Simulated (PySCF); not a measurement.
## In(3+) (indium, charge +3) across methods

[Kr] 4d10, closed-shell 1S. Calculation: PySCF 2.14, in aug-cc-pVQZ-DK3 (9s8p6d3f2g, 102 functions); the spin-free X2C one-electron Hamiltonian (Gaussian nucleus).

```tsv
method	E (hartree)	mean ε 4s (eV)	mean ε 4p (eV)	mean ε 4d (eV)	Σ⟨r²⟩ (bohr²)	⟨S²⟩
PBE0	-5878.46	-155.56	-112.80	-50.357	25.51	0.000
PBEsol	-5875.58	-149.04	-107.67	-47.859	25.60	0.000
r2SCAN	-5878.80	-152.25	-109.90	-48.319	25.47	0.000
UHF	-5876.23688	-173.34	-126.59	-56.556	25.39	0.000
revPBE	-5878.63	-149.10	-107.68	-47.796	25.59	0.000
LDA	-5872.88	-149.18	-107.87	-48.134	25.65	0.000
PBE	-5878.37	-149.18	-107.76	-47.881	25.61	0.000
CAM-B3LYP	-5879.09	-156.40	-113.91	-51.859	25.62	0.000
```
